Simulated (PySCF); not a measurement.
Input file for PySCF: R-B3LYP/6-31G* on CH3Br (SMILES CBr) with ghost functions, monomers drawn apart or pushed together.

```python
from pyscf import gto, scf, dft, mp
from pyscf.data.elements import chemcore

mol = gto.M(
    atom='''
    C     2.08344312   -0.21604095    5.63950476
    Br    3.81262670   -0.35913655    4.71614477
    H     2.15664667    0.61867705    6.32725280
    H     1.92414405   -1.15045504    6.16538557
    H     1.33377881   -0.04936506    4.87383126
    ghost-O   -0.16628494    0.15741718    0.82802201
    ghost-H    0.75648328   -0.03766400    1.03932364
    ghost-H   -0.13800862    0.95276753    0.28652938
    ''',
    basis='6-31g*',
    cart=True,
    charge=0, spin=0, verbose=3, max_memory=1800)
mf = dft.RKS(mol, xc='b3lyp')
mf.conv_tol = 1e-8
mf.max_cycle = 100
mf.kernel()
if not mf.converged:
    mf = mf.newton().run(mf.mo_coeff, mf.mo_occ)
```

Program output:

```
converged SCF energy = -2613.79546527153
```

The run converged.

Cost: very roughly 4 core-seconds.
